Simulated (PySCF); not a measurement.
## `C[C@@H]([O][GeH3])C(F)(F)F`, C3H7F3GeO

Geometry:
```tsv
atom	x (Å)	y (Å)	z (Å)
C1	-1.270	1.396	-0.620
C2	-0.246	0.265	-0.667
O3	0.908	0.639	0.007
Ge4	2.038	-0.380	0.916
C5	-0.840	-0.988	-0.037
F6	-1.127	-0.824	1.258
F7	-1.958	-1.395	-0.644
F8	0.030	-2.020	-0.098
H9	-2.168	1.117	-1.164
H10	-1.522	1.614	0.415
H11	-0.834	2.283	-1.068
H12	-0.015	-0.001	-1.710
H13	1.366	-1.041	2.079
H14	2.675	-1.377	-0.007
H15	2.958	0.720	1.318
```

The calculation used GIAO PBE/pcSseg-1 magnetisability, rotational g tensor and spin-rotation constants, non-relativistic, gas phase (PySCF 2.14.0). Geometry: GFN2-xTB.

The calculation is non-relativistic, which matters for the atoms heavier than Zn.

Problem. Give the nuclear spin-rotation constants along the inertial axes (H = +C I·J) beside the isotropic shieldings.

Solution. Rotational constants 2.4299, 0.9437, 0.7895 GHz. A star marks the isotopologue with that one atom substituted, in its own axes.
| atom | isotope | Caa (kHz) | Cbb (kHz) | Ccc (kHz) | mean (kHz) | σ (ppm) |
| --- | --- | --- | --- | --- | --- | --- |
| F6 | 19F | 2.802 | 1.411 | 0.778 | 1.663 | 259.5 |
| F7 | 19F | 2.477 | 1.450 | 0.992 | 1.640 | 249.1 |
| F8 | 19F | 3.674 | 1.236 | 0.919 | 1.943 | 239.0 |
| H9 | 1H | 0.038 | -0.101 | -0.087 | -0.050 | 30.4 |
| H10 | 1H | -0.285 | -0.103 | 0.021 | -0.122 | 30.3 |
| H11 | 1H | -0.252 | 0.012 | -0.084 | -0.108 | 30.2 |
| H12 | 1H | -0.277 | -0.087 | 0.047 | -0.106 | 27.2 |
| H13 | 1H | -0.186 | -0.039 | -0.008 | -0.077 | 26.3 |
| H14 | 1H | -0.198 | -0.056 | 0.009 | -0.082 | 26.4 |
| H15 | 1H | -0.044 | -0.034 | -0.065 | -0.048 | 26.8 |
| C1 | 13C* | 0.332 | 0.148 | 0.124 | 0.201 | 162.7 |
| C2 | 13C* | 0.494 | 0.243 | 0.195 | 0.311 | 105.8 |
| O3 | 17O* | -0.227 | -0.050 | -0.048 | -0.108 | 312.6 |
| Ge4 | 73Ge* | -0.681 | -0.284 | -0.257 | -0.407 | 1342.7 |
| C5 | 13C* | 0.817 | 0.307 | 0.258 | 0.460 | 42.0 |

For the geometry as given, no vibrational averaging.

Problem. How do the rotational constants and the g tensor change when H9, H10, H11, H12, H13, H14, H15 are replaced by deuterium?

Solution. Constants 2.1545, 0.8860, 0.7354 GHz; g -0.0187, -0.0091, -0.0081, against -0.0210, -0.0097, -0.0087 before.
